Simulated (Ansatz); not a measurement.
Two isomers of C6H13N: A = `CC1CCCCN1`, B = `C1CCCNCC1`.

Computed with Ansatz on PBE0-D4/def2-TZVP structures; ΔE is electronic, products minus reactants. CCSD(T)/CBS is the MP2 limit (def2-TZVPP, def2-QZVPP) plus CCSD(T) − MP2 in def2-TZVPP, frozen cores. Functionals use def2-TZVPP. B3LYP here is the variant with VWN-RPA as its local correlation; programs differ in this.

Problem. Which isomer does CCSD(T)/CBS put lower? Give the gap. (An estimate is asked.)

Solution. Ansatz gave: A, by 34.3 kJ/mol.

Problem. Give E(B) − E(A) in kJ/mol with CCSD(T)/def2-TZVPP, LDA (SPW92), B3LYP, MP2/def2-TZVPP, r2SCAN-D4, CCSD/def2-TZVPP, BLYP-D4. (An estimate is asked.)

Solution. The calculation gave: CCSD(T)/def2-TZVPP 34.4, LDA (SPW92) 33.0, B3LYP 32.0, MP2/def2-TZVPP 35.7, r2SCAN-D4 35.0, CCSD/def2-TZVPP 33.9, BLYP-D4 29.5. None reverses the order clearly.

Largest T1 diagnostic: 0.009.

Leaving LDA and LC-ωPBE aside and taking each functional with its dispersion term where it has one, the values, not all of them listed here, spread over 5.6 kJ/mol, from BLYP-D4 to B97M-V.
